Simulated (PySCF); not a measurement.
**J couplings in C4H7FO2**

Geometry:
```tsv
atom	x (Å)	y (Å)	z (Å)
C1	1.894	-0.444	0.169
O2	0.847	-0.177	-0.741
C3	-0.289	0.414	-0.163
C4	-1.137	0.968	-1.293
O5	-2.300	1.234	-1.208
C6	-1.121	-0.534	0.712
F7	-0.649	-0.562	2.001
H8	2.225	0.475	0.666
H9	1.600	-1.172	0.930
H10	2.709	-0.850	-0.425
H11	0.005	1.276	0.467
H12	-0.556	1.109	-2.219
H13	-2.156	-0.181	0.757
H14	-1.075	-1.556	0.325
```

Couplings: B3LYP/pcJ-1 (spin–dipole term only in couplings to heteroatoms) in PySCF 2.14.0 with density-fitted response routines, geometry GFN2-xTB; gas phase, one conformer, non-relativistic. Couplings are averaged over pairs made equivalent by symmetry, fast rotation or ring inversion, so a value needn't be that of the named pair in this geometry, while other rotamers aren't included; one pair stands for each set, and the list holds a selection of those of at least 1.5 Hz over up to four bonds, among pairs with at least one C or F or H atom (others weren't computed). One-bond C–F couplings come out tens of Hz too large with common functionals.

Isotopes: 13C, 19F, 1H, 17O. Couplings to quadrupolar nuclei such as 17O and 33S are rarely resolved in practice.

```
    pair  bonds  J (Hz)
  C1, O2      1    22.3
  C1, H8      1       ?
  O2, C3      1    23.4
  C3, C4      1    46.7
  C3, C6      1    42.1
 C3, H11      1   142.9
  C4, O5      1    32.9
 C4, H12      1   185.7
  C6, F7      1  -228.5
 C6, H13      1       ?
 C6, H14      1       ?
  O2, C4      2       ?
  O2, H8      2    -6.5
  C3, F7      2    15.9
 C3, H12      2    19.0
 C3, H14      2    -3.1
  C4, C6      2     3.2
 C6, H11      2    -7.6
 F7, H14      2    55.7
  H8, H9      2   -11.0
  C1, C4      3       ?
 C1, H11      3     5.0
  C3, H8      3       ?
  O5, C6      3       ?
 O5, H11      3       ?
H11, H14      3     7.0
```

**Question.** Estimate the withheld couplings, with signs.

**Answer.** 
- 1J(C1,H8) = 147.3 Hz (bond length 1.096 Å, sp3 carbon)
- 1J(C6,H13) = 159.3 Hz (bond length 1.094 Å, sp3 carbon)
- 1J(C6,H14) = 156.8 Hz (bond length 1.094 Å, sp3 carbon)
- 2J(O2,C4) = -17.8 Hz (angle at C3 107°)
- 3J(C1,C4) = 6.5 Hz (dihedral angle 165°)
- 3J(C3,H8) = 4.9 Hz (mean over equivalent pairs that range from 0.7 to 11.1 Hz in this conformer)
- 3J(O5,C6) = -1.8 Hz (dihedral angle 35°)
- 3J(O5,H11) = -1.9 Hz (dihedral angle 81°)
